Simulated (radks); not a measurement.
Values are calculated unless marked as measured or tabulated.
Valence configurations of neutral fluorine (all share [He]). Code: a radial shooting solver on a logarithmic mesh with Libxc functionals. Model: non-relativistic Kohn-Sham, r2SCAN, spin-unpolarised, spherical densities, point nucleus; meta-GGA in the generalised Kohn-Sham scheme. Energies are relative to 2s2 2p5; eigenvalues in eV.

[
 {"valence": "2s2 2p5", "E (eV)": "0.000", "e(2p)": "-11.566", "e(2s)": "-31.489"},
 {"valence": "2s1 2p6", "E (eV)": "19.915", "e(2p)": "-12.049", "e(2s)": "-31.955"},
 {"valence": "2s1.5 2p5.5", "E (eV)": "9.960", "e(2p)": "-11.812", "e(2s)": "-31.727"}
]

NIST lists [He] 2s2 2p5 as the ground configuration; this level of theory agrees among the configurations tried. The energies are those of spherical spin-averaged densities, not of single terms.
